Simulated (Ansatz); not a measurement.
The cluster Ag4O3⁻ (the lowest doublet isomer of a short search). The state is a doublet with charge -1. Geometry PBE-D4/def2-SVPD, basis def2-TZVPD, Ansatz.

```
atom    x (Å)    y (Å)    z (Å)
 Ag1  -0.6511   1.1738   0.2904
 Ag2   0.8339  -0.9462  -1.0219
 Ag3  -0.1313  -1.1341   1.6725
 Ag4  -1.5077   0.8735   2.8266
  O5  -0.0806   1.7086  -1.8051
  O6   0.6034   0.6817  -2.3532
  O7   0.9334  -2.3573   0.3907
```

| run | HOMO (eV) | LUMO (eV) |
| --- | --- | --- |
| A | -0.84 | 0.14 |
| B | -1.64 | 0.82 |
| C | -1.74 | 1.28 |
| D | -0.83 | -0.13 |

In the def2 sets Ag takes a core potential; there is no spin–orbit coupling. B3LYP takes the VWN-RPA correlation. The structure holds one bond between oxygen atoms, so isomers without such links may lie far lower. The structure comes from a short search, and lower isomers may exist.

HOMO and LUMO are taken over both spins.

Question: The runs used B3LYP, PBE, PBE0, r2SCAN. Estimate which is which.

Answer: A r2SCAN (0 % exact exchange); B B3LYP (20 % exact exchange); C PBE0 (25 % exact exchange); D PBE (0 % exact exchange). Exact exchange lowers occupied and raises empty levels; among semilocal functionals meta-GGAs tend to open the gap a little, and such runs are hard to tell apart. The gap grows from 0.70 eV (PBE) to 3.02 eV (PBE0).
